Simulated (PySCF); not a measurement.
Running PySCF for Al

The script input.py:

```python
from pyscf import gto, scf

mol = gto.M(
    atom='Al 0 0 0',
    basis='cc-pcvtz',
    charge=0,
    spin=1,
    verbose=4,
)
mf = scf.UHF(mol)
mf.kernel()
mf.dip_moment()
print('orbital energies (hartree):', [e[max(0, n-3):n+3].round(4) for e, n in zip(mf.mo_energy, mol.nelec)])
```

```bash
$ python input.py
```

It prints (some set-up lines and the per-cycle HOMO/LUMO lines with their warnings removed):

```
PySCF version 2.14.0

[INPUT] verbose = 4
[INPUT] num. atoms = 1
[INPUT] num. electrons = 13
[INPUT] charge = 0
[INPUT] spin (= nelec alpha-beta = 2S) = 1
[INPUT] symmetry False subgroup None
[INPUT] Mole.unit = angstrom
[INPUT] Symbol           X                Y                Z      unit          X                Y                Z       unit  Magmom
[INPUT]  1 Al     0.000000000000   0.000000000000   0.000000000000 AA    0.000000000000   0.000000000000   0.000000000000 Bohr   0.0

nuclear repulsion = 0
number of shells = 16
number of NR pGTOs = 84
number of NR cGTOs = 59
basis = cc-pcvtz
ecp = {}

******** <class 'pyscf.scf.uhf.UHF'> ********
method = UHF
initial guess = minao
damping factor = 0
level_shift factor = 0
DIIS = <class 'pyscf.scf.diis.CDIIS'>
diis_start_cycle = 1
diis_space = 8
diis_damp = 0
SCF conv_tol = 1e-09
SCF conv_tol_grad = None
SCF max_cycles = 50
direct_scf = True
direct_scf_tol = 1e-13
number electrons alpha = 7  beta = 6
Set gradient conv threshold to 3.16228e-05
init E= -241.751537487571

cycle= 1 E= -241.867611972811  delta_E= -0.116  |g|= 0.0744  |ddm|= 0.679
cycle= 2 E= -241.876493070313  delta_E= -0.00888  |g|= 0.0342  |ddm|=  0.2
cycle= 3 E= -241.878298842621  delta_E= -0.00181  |g|= 0.0164  |ddm|= 0.073
cycle= 4 E= -241.879062834179  delta_E= -0.000764  |g|= 0.00355  |ddm|= 0.0736
cycle= 5 E= -241.879092890934  delta_E= -3.01e-05  |g|= 0.000856  |ddm|= 0.0153
cycle= 6 E= -241.879094580995  delta_E= -1.69e-06  |g|= 0.000219  |ddm|= 0.00417
cycle= 7 E= -241.8790947121  delta_E= -1.31e-07  |g|= 3.44e-05  |ddm|= 0.00137
cycle= 8 E= -241.879094714945  delta_E= -2.85e-09  |g|= 6.58e-06  |ddm|= 0.000204
cycle= 9 E= -241.87909471504  delta_E= -9.4e-11  |g|= 6.98e-07  |ddm|= 2.76e-05
Extra cycle  E= -241.87909471504  delta_E= -7.67e-13  |g|= 2.74e-07  |ddm|= 2.6e-06
converged SCF energy = -241.87909471504  <S^2> = 0.76995227  2S+1 = 2.0198537
Dipole moment(X, Y, Z, Debye): -0.00000, -0.00000,  0.00000
orbital energies (hartree): [array([-3.2174, -0.4252, -0.2179,  0.0246,  0.0246,  0.1809]), array([-3.2158, -3.2066, -0.363 ,  0.0323,  0.0323,  0.0703])]
```

In short: E(SCF) = -241.879095 Eh, 9 cycles, ⟨S²⟩ = 0.770.

Wall time 0.68 s on one thread of a shared host.

No search for the lowest solution was made.
